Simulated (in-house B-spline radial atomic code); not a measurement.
Configurations of neutral aluminium, with energies counted from [Ne] 3s2 3p1. Computed with a radial B-spline atomic code at the basis-set limit: scalar-relativistic (X2C) PBE0, spin-polarised, spherical fractional occupations, exact exchange averaged over the configuration, Fermi nucleus of rms radius 3.061 fm. Shells without spins written out take the highest spin.

Occupations are held fixed; configurations that lie above the ionisation limit could autoionise.

```
           configuration  E - E(ref) (eV)  highest orbital  its <r> (bohr)
            [Ne] 3s2 3d1           4.1739            3d up            8.54
            [Ne] 3s2 4d1           4.8426            4d up           16.49
        [Ne] 3s1 3p1 3d1           8.4479            3d up           7.161
        [Ne] 3s1 3p1 4d1           9.2507            4d up              15
[He] 2s2 2p5 3s2 3p1 3d1           79.744            3d up           6.935
```

(1) Order these further configurations by energy, lowest first.
A. [Ne] 3s2 4f1
B. [Ne] 3s1 3p1 4f1
C. [He] 2s2 2p5 3s2 3p2
D. [Ne] 3s1 3p2
E. [He] 2s2 2p5 3s2 3p1 4f1

Answers

(1) D (3.4037 eV), A (5.0351 eV), B (9.5398 eV), C (73.566 eV), E (80.868 eV).
